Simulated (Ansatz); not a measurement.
Reaction (redistribution): `C=C([SiH3])NBF` + dimethyl telluride → `C[Te]BF` + `C=C([SiH3])NC`

Computed with Ansatz on PBE0-D4/def2-TZVP structures; ΔE is electronic, products minus reactants. CCSD(T)/CBS adds triple-zeta CCSD(T) − MP2 to the extrapolated MP2 energy (def2 sets, frozen cores). DFT in def2-TZVPP. B3LYP here is the variant with VWN-RPA as its local correlation; programs differ in this. def2 core potentials past Kr. For Te outer-core shells are correlated without core-valence functions, which leaves a few kJ/mol of doubt a bond. One conformer a species, not always the lowest.

```csv
level,ΔE (eV)
ωB97M-V,1.25
B3LYP,1.23
```

**Question.** What does CCSD(T)/CBS give? (An estimate is asked.)

**Answer.** The calculation gave: +1.26 eV. The listed levels differ from it by -0.01, -0.03 eV.

Largest T1 diagnostic among the species: 0.013.

From PBE to PBE0 (25 % exact exchange), in def2-TZVPP and without D4, ΔE moves by +0.06 eV. In def2-TZVPP, CCSD(T) changes the Hartree–Fock value by −0.10 eV (the triples alone add −0.03 eV) and MP2 by −0.09 eV.
